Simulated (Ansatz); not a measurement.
Cost and result for the atomization energy of C₂H₆BFOSi, SMILES `OC1([SiH2]F)BC1` (12 atoms, 12 bonds).

```xyz
12

O    -0.4562    0.7861   -1.5409
C    -0.1280    0.2858   -0.2509
Si   -0.4797   -1.5192   -0.0347
F    -2.0627   -1.7699   -0.0841
B    -0.0231    1.2704    0.9181
C     1.2483    0.7077    0.3243
H    -1.3713    1.0808   -1.5209
H     0.1171   -2.3061   -1.1404
H     0.0217   -1.9856    1.2841
H    -0.5600    2.1079    1.5587
H     1.8643   -0.0809    0.7459
H     1.8296    1.4230   -0.2591
```

Charge 0, multiplicity 1. Geometry: relaxed with PBE0-D4/def2-TZVP. It is one conformer, not always the lowest. Program: Ansatz. All runs use 4 threads of an Arm Neoverse V1 on a shared host. Times are those of one run each, without the atoms' runs, and a repeat can differ threefold. Electronic energies, without spin–orbit coupling; frozen cores. CCSD(T)/CBS adds CCSD(T) − MP2 in def2-TZVPP to the MP2 limit, and its time is that of the two runs behind it. T1 = 0.013. B3LYP takes the VWN-RPA correlation (the form of Gaussian; ORCA's B3LYP/G).

CCSD(T)/CBS is a level of theory with its own doubt, some kJ/mol a heavy atom from the limit and from the frozen cores, so smaller differences don't rank the functionals.

```
                             level  functions  wall time
   PBE-D4/def2-TZVPP (with forces)        281      3.5 s
                PBE0-D4/def2-TZVPP        281        4 s
r2SCAN-D4/def2-TZVPP (with forces)        281      6.5 s
 B3LYP-D4/def2-TZVPP (with forces)        281      6.5 s
                 B2PLYP/def2-TZVPP        281      8.5 s
                ωB97X-V/def2-TZVPP        281       11 s
  ωB97M-V/def2-TZVPP (with forces)        281       17 s
                    MP2/def2-QZVPP        535       34 s
                CCSD(T)/def2-TZVPP        281    5.7 min
                 CCSD(T)/CBS(def2)          –    6.2 min
```

(1) What atomization energy does each give, and how far from CCSD(T)/CBS? (An estimate is asked.)

Answers

(1) Computed: 
```json
{"level": "PBE-D4/def2-TZVPP (with forces)", "atomization (kcal/mol)": "1116.3", "difference from CCSD(T)/CBS": "25.8", "per bond": "2.2"}
{"level": "PBE0-D4/def2-TZVPP", "atomization (kcal/mol)": "1095.3", "difference from CCSD(T)/CBS": "4.8", "per bond": "0.4"}
{"level": "r2SCAN-D4/def2-TZVPP (with forces)", "atomization (kcal/mol)": "1098.8", "difference from CCSD(T)/CBS": "8.3", "per bond": "0.7"}
{"level": "B3LYP-D4/def2-TZVPP (with forces)", "atomization (kcal/mol)": "1090.4", "difference from CCSD(T)/CBS": "-0.1", "per bond": "0.0"}
{"level": "B2PLYP/def2-TZVPP", "atomization (kcal/mol)": "1080.2", "difference from CCSD(T)/CBS": "-10.3", "per bond": "-0.9"}
{"level": "ωB97X-V/def2-TZVPP", "atomization (kcal/mol)": "1096.7", "difference from CCSD(T)/CBS": "6.2", "per bond": "0.5"}
{"level": "ωB97M-V/def2-TZVPP (with forces)", "atomization (kcal/mol)": "1097.3", "difference from CCSD(T)/CBS": "6.8", "per bond": "0.6"}
{"level": "MP2/def2-QZVPP", "atomization (kcal/mol)": "1105.4", "difference from CCSD(T)/CBS": "14.9", "per bond": "1.2"}
{"level": "CCSD(T)/def2-TZVPP", "atomization (kcal/mol)": "1060.8", "difference from CCSD(T)/CBS": "-29.7", "per bond": "-2.5"}
{"level": "CCSD(T)/CBS(def2)", "atomization (kcal/mol)": "1090.5", "difference from CCSD(T)/CBS": "0.0", "per bond": "0.0"}
```

In def2-TZVPP, CCSD(T) changes the Hartree–Fock value by +262.9 kcal/mol (the triples alone add +16.6 kcal/mol) and MP2 by +289.7 kcal/mol; breaking electron pairs costs correlation energy, which Hartree–Fock lacks. From PBE to PBE0 (25 % exact exchange), in def2-TZVPP and without D4, the atomization energy moves by −20.1 kcal/mol: exact exchange takes away binding that semilocal exchange gives to molecules. The D4 term adds +9.8 kcal/mol with B3LYP and +5.1 kcal/mol with PBE0; it sums over pairs of atoms, weighted by their polarisabilities, and B3LYP, whose exchange is more repulsive, gets the larger term.
